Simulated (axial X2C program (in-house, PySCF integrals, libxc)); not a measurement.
# ICrI⁺: the levels of the configuration d3 s0 p(π)0

Calculated with an in-house all-electron X2C program for linear molecules (integrals from PySCF): two-component X2C with atomic mean-field Coulomb and Gaunt terms, basis I dyall-v3z, Cr dyall-v3z (cores contracted in-house). Orbitals come from Hartree–Fock averaged over the configuration Cr d3 s0 p(π)0; CI then distributes these electrons over the d, s, p(π) shells of Cr.

I–Cr–I held linear, both bonds 2.480 Å (near the minimum of the configuration average).

Lowest levels of this model:

```csv
Ω,energy (cm⁻¹),g∥,configuration
1/2,0,2.00,100% d3
3/2,10,6.00,100% d3
1/2,764,4.00,100% d3
1/2,1109,0.00,100% d3
3/2,1433,4.00,100% d3
5/2,1729,8.00,100% d3
3/2,5203,0.01,100% d3
1/2,5756,2.00,100% d3
3/2,5921,1.99,100% d3
5/2,5961,4.91,100% d3
5/2,6168,5.09,100% d3
7/2,6212,9.95,100% d3
7/2,6969,8.05,100% d3
9/2,7900,12.00,100% d3
7/2,15769,6.03,100% d3
9/2,15799,9.41,100% d3
5/2,15964,7.99,100% d3
9/2,16031,8.60,100% d3
7/2,17004,7.97,100% d3
11/2,17921,12.00,100% d3
9/2,22669,10.00,100% d3
```

g∥ is the magnitude of 2⟨Lz + ge Sz⟩ for the +Ω component.

(1) From Ω and g∥ of the lowest level, whose 2⟨Lz + ge Sz⟩ is positive, find ⟨Sz⟩ and ⟨Lz⟩ (ge = 2.0023).

Occupations of the active spinors in the lowest level by ω, shell by shell in order of energy: -5/2: 0.31; -3/2: 0.65 0.01 0.00; -1/2: 0.10 0.26 0.00 0.00; 1/2: 0.16 0.52 0.00 0.00; 3/2: 0.33 0.02 0.00; 5/2: 0.63. The leading determinant has weight 0.26 among 97.

This point took 7.5 s on 1 thread of Arm Neoverse V1, on a shared host.

Dynamic correlation is missing, so gaps between terms are too wide and other configurations may lie lower; the lowest level listed is that of this model, not necessarily the ground state. For d shells the ligand-field splittings (σ, π, δ) and their order can be off by a thousand cm⁻¹ or more. At most 4 roots were kept for each Ω > 0 (twice that for Ω = 0) within 3.2 eV of the lowest, so higher up levels can be missing between those listed; levels with Ω > 0 are doubly degenerate and listed once, Ω = 0 levels singly. Some active spinors are only partly of the character that their shell is named for, so the shell names and counts are nominal. States that fill the shells left empty in the average are placed too high. The molecule was held linear; bending was not examined.

Results:

(1) Ω = ⟨Lz⟩ + ⟨Sz⟩ = 1/2 and ⟨Lz⟩ + ge⟨Sz⟩ = 1.000, so ⟨Sz⟩ = 0.50 and ⟨Lz⟩ = 0.00.
